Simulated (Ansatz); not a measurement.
`[NH2][GeH2][CH2]F` + `C=C(O)C(F)F` → `[NH2][GeH]([OH])[CH2]F` + `C=CC(F)F`  (formal exchange of groups at a Ge–H bond)

Computed with Ansatz on PBE0-D4/def2-TZVP structures; ΔE is electronic, products minus reactants. CCSD(T)/CBS is the MP2 limit (def2-TZVPP, def2-QZVPP) plus CCSD(T) − MP2 in def2-TZVPP, frozen cores. DFT in def2-TZVPP. B3LYP here is the variant with VWN-RPA as its local correlation; programs differ in this. For Ge outer-core shells are correlated without core-valence functions, which leaves a few kJ/mol of doubt a bond. Scalar relativity is left out up to krypton. Each species was taken in one conformer, which may not be the lowest.

```tsv
level	ΔE (kcal/mol)	difference from CCSD(T)/CBS
PBE-D4	-19.6	5.3
r2SCAN-D4	-21.5	3.4
PBE0-D4	-21.0	3.9
B3LYP-D4	-22.5	2.4
ωB97X-V	-22.7	2.2
ωB97M-V	-22.9	2.0
B2PLYP	-23.9	1.0
PBE	-19.5	5.4
r2SCAN	-21.4	3.5
PBE0	-20.9	4.0
B3LYP	-22.3	2.6
HF/def2-TZVPP	-25.9	-1.0
MP2/def2-TZVPP	-25.5	-0.6
CCSD/def2-TZVPP	-24.8	0.1
HF/def2-QZVPP	-25.9	-1.0
MP2/CBS(def2)	-26.1	-1.2
CCSD(T)/CBS	-24.9	0
```

Largest T1 diagnostic among the species: 0.012.

From PBE to PBE0 (25 % exact exchange), in def2-TZVPP and without D4, ΔE moves by −1.4 kcal/mol.
